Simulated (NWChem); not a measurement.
System: C2H4F2OSi; SMILES O[SiH2]/C(F)=C\F

```xyz
10

O     -0.0853     2.3445     0.0000
Si    -0.8706     0.8799     0.0000
C      0.5222    -0.4054     0.0000
F      1.7699     0.1166     0.0000
C      0.4026    -1.7329     0.0000
F     -0.8081    -2.2844     0.0000
H      0.8757     2.2731     0.0000
H     -1.7204     0.7194     1.2126
H     -1.7204     0.7194    -1.2126
H      1.2310    -2.4475     0.0000
```
Atoms are numbered in this order, from 1.

Results from NWChem. Structure relaxed at the PBE0/def2-SVP level. Level M06-2X/def2-SVP: energy and gradient on several grids; changes count from the extra-fine grid, which is no exact limit either.

Problem. Which is the coarsest grid (coarse; fine; xcoarse; xfine; medium) from which on the energy stays within 50 μHa and each gradient component within 100 μHa/bohr of xfine?

Solution. fine.
```json
[
 {"grid": "xcoarse", "size of the energy change (μHa)": "20000", "largest change of a gradient component (μHa/bohr)": "5000", "time, medium = 1 (rough)": "about 1"},
 {"grid": "coarse", "size of the energy change (μHa)": "1000", "largest change of a gradient component (μHa/bohr)": "1000", "time, medium = 1 (rough)": "about 1"},
 {"grid": "medium", "size of the energy change (μHa)": "100", "largest change of a gradient component (μHa/bohr)": "400", "time, medium = 1 (rough)": "about 1"},
 {"grid": "fine", "size of the energy change (μHa)": "< 10", "largest change of a gradient component (μHa/bohr)": "60", "time, medium = 1 (rough)": "about 1"},
 {"grid": "xfine", "size of the energy change (μHa)": "< 10", "largest change of a gradient component (μHa/bohr)": "< 30", "time, medium = 1 (rough)": "2"}
]
```
